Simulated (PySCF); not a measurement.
In(Br)(OH)(NH2) (BrH3InNO), SMILES [NH2][In]([OH])[Br].

The structure is a stationary point at B3LYP-D3(BJ)/def2-SVP. The structure was generated by enumeration; whether it is a known compound was not checked. The def2 effective core potentials stand for the cores of In; spin–orbit coupling is left out. The values are those of a single conformer.

Two levels are set side by side: PBE/def2-TZVP (PySCF) and ωB97X/def2-TZVP (PySCF). Same geometry, gas phase. Differences are taken from unrounded values.

```tsv
quantity	ωB97X	PBE	PBE minus ωB97X
orbital gap (eV)	10.17	3.57	-6.60
highest occupied level (eV)	-10.28	-6.47	3.81
lowest empty level (eV)	-0.11	-2.90	-2.79
dipole moment (D)	1.72	1.71	-0.01
mean polarisability (bohr³)	65.7	71.0	5.3
```

Without exact exchange PBE keeps part of each electron's self-repulsion, which lifts occupied levels and narrows the gap. PBE's more diffuse valence density responds more strongly to a field. Differences between two approximate levels are no errors against the true value.

Rough cost on one machine, each run with all the roots and properties that it gave: ωB97X against PBE within a factor of 2.
